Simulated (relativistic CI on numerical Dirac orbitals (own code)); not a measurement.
Pm XLV: q coefficients and field-shift factors

These numbers are calculated, not measured: Dirac-Coulomb-Breit CI, orbitals from a KLI potential per configuration, derivatives by finite differences, unscaled Slater integrals, QED left out (own radial code, finite nucleus).

Configurations in the expansion (outside the closed core [Ne]): 3s²3p⁵, 3s3p⁶, 3s²3p⁴3d, 3s3p⁵3d, 3p⁶3d, 3s3p⁴3d², 3p⁵3d², 3p⁴3d³. Double excitations out of closed p, d and f shells are left out; levels of such configurations are missing from the list, as are those of other unlisted configurations, and high levels can miss mixing partners.

With x = (α/α₀)² − 1 an excitation energy changes as ω = ω₀ + qx; K = 2q/ω₀ is the relative enhancement. Terms are leading LS components, so labels can repeat. The field-shift factor is F = δν/δ⟨r²⟩ for the transition from the lowest level.

Lowest level 3s²3p⁵ ²P°3/2.

| Level | ω₀ (cm⁻¹) | q (cm⁻¹) | K | F (GHz/fm²) |
| --- | --- | --- | --- | --- |
| 3s²3p⁵ ²P°1/2 | 1116104 | 1.269e+06 | 2.27 | -75.5 |
| 3s²3p⁴3d ⁴D3/2 | 1449485 | 66160 | 0.0913 | 1.91 |
| 3s²3p⁴3d ⁴D5/2 | 1479419 | 83150 | 0.112 | 2.53 |
| 3s²3p⁴3d ⁴P1/2 | 1485983 | 87400 | 0.118 | -23.4 |
| 3s²3p⁴3d ⁴F7/2 | 1517066 | 63900 | 0.0842 | 3.46 |
| 3s²3p⁴3d ²D3/2 | 1639491 | 86040 | 0.105 | 0.775 |
| 3s²3p⁴3d ²F7/2 | 1715712 | 318900 | 0.372 | 5.88 |
| 3s²3p⁴3d ⁴F9/2 | 1736778 | 312700 | 0.36 | 8.05 |
| 3s²3p⁴3d ²P1/2 | 1745388 | 408900 | 0.469 | -144 |
| 3s²3p⁴3d ²D5/2 | 1917682 | 332500 | 0.347 | 3.4 |
| 3s²3p⁴3d ²D3/2 | 1960093 | 357800 | 0.365 | 3.47 |
| 3s²3p⁴3d ²D5/2 | 1988076 | 370400 | 0.373 | -0.456 |
| 3s3p⁶ ²S1/2 | 2267753 | 1.342e+06 | 1.18 | -1370 |
| 3s²3p⁴3d ⁴D1/2 | 2491487 | 1.327e+06 | 1.07 | -84.1 |
| 3s²3p⁴3d ⁴D3/2 | 2558538 | 1.332e+06 | 1.04 | -70.9 |
| 3s²3p⁴3d ⁴F5/2 | 2622894 | 1.314e+06 | 1 | -69.6 |
| 3s²3p⁴3d ²G7/2 | 2634160 | 1.315e+06 | 0.999 | -69.4 |
| 3s²3p⁴3d ⁴D7/2 | 2791121 | 1.573e+06 | 1.13 | -67.2 |
| 3s²3p⁴3d ²P3/2 | 2836701 | 1.546e+06 | 1.09 | -69.4 |
| 3s²3p⁴3d ²D5/2 | 2860275 | 1.309e+06 | 0.915 | -70.1 |
| 3s²3p⁴3d ²F5/2 | 2871292 | 1.57e+06 | 1.09 | -69.2 |
| 3s²3p⁴3d ²P3/2 | 2876099 | 1.345e+06 | 0.935 | -67.4 |
| 3s²3p⁴3d ²G9/2 | 2879698 | 1.575e+06 | 1.09 | -66.5 |

At this charge energies of transitions that change n are usually good to better than 1 %, and those within a shell (Δn = 0) to a few per cent.
